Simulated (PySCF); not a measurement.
**Ar⁺: ionisation energy**

Ar⁺ [Ne] 3s2 3p5 (2P) → Ar²⁺ [Ne] 3s2 3p4 (3P), as a difference of total energies. All numbers are calculated (PySCF 2.14, the spin-free X2C one-electron Hamiltonian (Gaussian nucleus), in dyall-av3z (19s12p3d2f, 84 functions)). Correlated levels: valence: [Ne] frozen; virtual orbitals above 40 to 60 times the deepest correlated orbital energy dropped. The calculations carry no spin-orbit coupling.

| method | ionisation energy (eV) |
| --- | --- |
| UHF | 26.356 |
| MP2 (valence) | 27.362 |
| SCS-MP2 (valence) | 27.362 |
| CCSD (valence) | 27.331 |
| CCSD(T) (valence) | 27.368 |

How much does correlation contribute at CCSD(T) (valence)?

27.368 − (26.356) = 1.012 eV, measured against UHF.

A first-order spin-orbit estimate (lowest level to lowest level, LS coupling) adds -0.006 eV.

Errors of the correlated levels include the incompleteness of this basis and the frozen core.

For comparison: 27.630 eV (measured; NIST Atomic Spectra Database, ionization energies).
